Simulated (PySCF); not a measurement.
# Ionisation energy of Sn⁴¹⁺ by level of theory

Sn⁴¹⁺ [He] 2s2 2p5 (2P) → Sn⁴²⁺ [He] 2s2 2p4 (3P), as a difference of total energies. Calculation: PySCF 2.14, in an uncontracted even-tempered set (17 s from 17 bohr⁻², ratio 2.2; 11 p from 22 bohr⁻², ratio 2.2; 6 d from 95 bohr⁻², ratio 2.4; 5 f from 140 bohr⁻², ratio 2.4; 4 g from 210 bohr⁻², ratio 2.4); the non-relativistic Hamiltonian (point nucleus). Correlated levels: nothing frozen; virtual orbitals above 40 to 60 times the deepest correlated orbital energy dropped. The calculations carry no spin-orbit coupling.

```tsv
method	ionisation energy (eV)
UHF	6595.6
LDA	6593.0
PBE	6595.3
PBE0	6595.9
r2SCAN	6598.7
revPBE	6595.0
M06	6598.8
MP2 (all electrons)	6597.2
SCS-MP2 (all electrons)	6597.2
```

Spin-orbit coupling is strong in these open shells (close to jj coupling). The scalar numbers leave it out and a first-order estimate fails, so it can dominate the gap to the real levels.

The gap to the reference is mostly relativistic.

For comparison: 6631 ± 10 eV (semi-empirical (NIST evaluation); NIST Atomic Spectra Database, ionization energies).
